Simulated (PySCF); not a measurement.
## Radial density of Cl (chlorine, neutral)

MN15, [Ne] 3s2 3p5, 2P determinant. Computed with PySCF 2.14 in cc-pVTZ-DK, with the spin-free X2C one-electron Hamiltonian (Gaussian nucleus).

| r (bohr) | 4πr²ρ (e/bohr) | 4πr²(ρα − ρβ) |
| --- | --- | --- |
| 0.00190 | 0.1654 | 0.0000 |
| 0.00319 | 0.4269 | 0.0000 |
| 0.00537 | 1.078 | 0.0000 |
| 0.00903 | 2.605 | -0.0001 |
| 0.0152 | 5.823 | -0.0001 |
| 0.0255 | 11.39 | 0.0001 |
| 0.0430 | 17.73 | 0.0025 |
| 0.0723 | 19.22 | 0.0154 |
| 0.122 | 14.25 | 0.0581 |
| 0.204 | 15.26 | 0.1224 |
| 0.344 | 19.06 | 0.0870 |
| 0.579 | 8.634 | 0.0085 |
| 0.973 | 3.885 | 0.3997 |
| 1.64 | 4.106 | 0.5926 |
| 2.75 | 1.076 | 0.1659 |
| 4.63 | 0.05958 | 0.0083 |
| 7.79 | 1.599e-05 | 0.0000 |

Densities and radii are taken from the X2C orbitals without a picture-change correction, which distorts them close to the nucleus.
